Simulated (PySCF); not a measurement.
A structure optimised at PBE0-D3(BJ)/def2-SVP, used in a PySCF frequency run:

```xyz
9

C      0.8623    -1.1360     0.0000
C     -0.1231    -0.0818     0.0000
C      0.3661     1.3492     0.0000
O     -1.3201    -0.3513     0.0000
H      1.9362    -0.9321     0.0000
H      0.5109    -2.1703     0.0000
H      0.9889     1.5489     0.8862
H     -0.4963     2.0271     0.0000
H      0.9889     1.5489    -0.8862
```
Charge 0, spin multiplicity 2.

Problem. Write its SMILES, formula and point group.

Solution. [CH2]C(C)=O, C₃H₅O, Cs

Problem. What are its rotational constants (standard atomic weights)?

Solution. 10.956, 9.0917, 5.1282 GHz
